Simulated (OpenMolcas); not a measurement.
InSiNH6 (SMILES N[SiH2][InH2]): the vertical energy of the triplet above the singlet, rung by rung

InSiNH6 has 9 atoms, charge 0, and is taken as a singlet. As SMILES, `N[SiH2][InH2]`. The coordinates come from a PBE0-D4/def2-TZVP relaxation. This is one conformer, not always the lowest.

Each level gives the vertical energy of the triplet above the singlet (eV). The values are calculated.

| level | kind | program | value (eV) | less CCSD(T)/def2-SVP | CPU time (all runs) |
| --- | --- | --- | --- | --- | --- |
| SVWN5/def2-SVP (core potential) | LDA | OpenMolcas | 3.17 | -0.36 | 96 s |
| BLYP/def2-SVP (core potential) | GGA | OpenMolcas | 3.22 | -0.31 | 2 min |
| PBE/def2-SVP (core potential) | GGA | OpenMolcas | 3.17 | -0.36 | 2.2 min |
| revPBE/def2-SVP (core potential) | GGA | OpenMolcas | 3.18 | -0.35 | 1.9 min |
| M06-L/def2-SVP (core potential) | meta-GGA | OpenMolcas | 3.54 | +0.01 | 2.7 min |
| BHLYP/def2-SVP (core potential) | global hybrid | OpenMolcas | 3.63 | +0.10 | 1.9 min |
| PBE0/def2-SVP (core potential) | global hybrid | OpenMolcas | 3.39 | -0.14 | 1.8 min |
| CCSD(T)/def2-SVP (core potential), open shells restricted | coupled cluster or CI | OpenMolcas | 3.53 | 0.00 | 3.6 min |

CCSD(T)/def2-SVP (core potential), open shells restricted is the highest level here, not the true value. Spin-orbit coupling, which can split open shells on such heavy atoms by tenths of an eV, is left out. The values span 3.17 to 3.63 eV. In the correlated wave-function rows the outer d shell of In is correlated, in sets not made for it. CPU times are rough (shared hosts, several kinds of processor): they show what a rung costs within a factor of a few.
